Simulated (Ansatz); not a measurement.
`[OH][InH2]` + H₂Se → `[SeH][InH2]` + H₂O at 400 K and 1 bar (ligand exchange at the In–O bond).

Isolated molecules relaxed with PBE0-D4/def2-TZVP in Ansatz; ΔE leaves out vibrations. CCSD(T)/CBS is the MP2 limit (def2-TZVPP, def2-QZVPP) plus CCSD(T) − MP2 in def2-TZVPP, frozen cores. This one scheme is used for every species. Elements past krypton have def2 core potentials. For In, Se outer-core shells are correlated without core-valence functions, which leaves a few kJ/mol of doubt a bond. Scalar relativity is left out up to krypton.

```
      species  CCSD(T)/CBS energy (Eh)  H − E (kJ/mol)  S (J/(mol·K))
 `[OH][InH2]`               -266.78179            85.2          295.5
         H₂Se              -2401.89790            49.4          229.5
`[SeH][InH2]`              -2592.33228            74.3          324.5
          H₂O                -76.37941            69.8          198.6
```

H − E and S are ideal-gas, rigid-rotor, harmonic terms from PBE0-D4/def2-TZVP. 1 Eh = 2625.50 kJ/mol, R = 8.31446 J/(mol·K).

Problem. By hand: ΔE, ΔH, ΔS and ΔG.

Solution. ΔE = (-2592.33228) + (-76.37941) − (-266.78179) − (-2401.89790) = -0.03200 Eh = -84.0 kJ/mol. Δ(H − E) = 74.3 + 69.8 − 85.2 − 49.4 = 9.5, so ΔH = -74.5 kJ/mol. ΔS = 324.5 + 198.6 − 295.5 − 229.5 = -1.9 J/(mol·K). ΔG = -74.5 − 400 × (-1.9)/1000 = -73.7 kJ/mol.

Problem. By hand: the equilibrium constant, and the temperature at which ΔG would vanish if ΔH and ΔS stayed fixed.

Solution. log₁₀ K = −ΔG/(RT ln 10) = 9.6. ΔG = 0 at ΔH/ΔS = 39211 K, far beyond where these terms or the molecules hold.

The number of gas molecules stays the same, so ΔS is small and ΔH decides. A doubt of 5 kJ/mol in ΔE shifts log₁₀ K by 0.7 here. These are equilibria of isolated gas molecules and say nothing of rates. Largest T1 diagnostic: 0.017 (customary marks: 0.02 for closed shells, 0.045 for open ones).
